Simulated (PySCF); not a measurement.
## HGe(OH) + H₂O → GeH₄ + O₂

Level: PBE0 in the def2-TZVP basis family, all electrons, no relativity, computed in PySCF with density fitting; open shells unrestricted.

```csv
species,state and structure,E (Eh),ZPE (kJ/mol),H(298 K) − H(0) (kJ/mol),S° (J/(mol K))
HGe(OH),"singlet, Cs, Ge–H 1.618 Å, Ge–O 1.787 Å, O–H 0.960 Å; Ge–O–H 114.5°, H–Ge–O 95.8°",-2153.11092,51.7,11.1,255.7
H₂O,"singlet, C2v, O–H 0.960 Å (×2); H–O–H 105.1°",-76.37736,56.5,9.9,188.7
GeH₄,"singlet, Td, Ge–H 1.534 Å (×4)",-2079.11846,77.8,10.7,217.5
O₂,"triplet, D∞h, O–O 1.193 Å",-150.23561,10.3,8.7,204.9
```

Task: What is the electronic reaction energy?

Result: At PBE0/def2-TZVP, ΔE = 352.4 kJ/mol from the differences of the total energies times 2625.5, uphill. 

Task: Add zero-point, thermal and entropy terms for 298.15 K and 1 bar.

Result: ΔZPE = -20.1 and Δ[H(298) − H(0)] = -1.6 kJ/mol give ΔH° = 330.7 kJ/mol. ΔS° = -22.0 J/(mol K), so ΔG° = 330.7 − 298.15 × (-0.0220) = 337 kJ/mol.

Only the bonding shown was studied: isomers, or loss of a ligand pair, can lie lower.
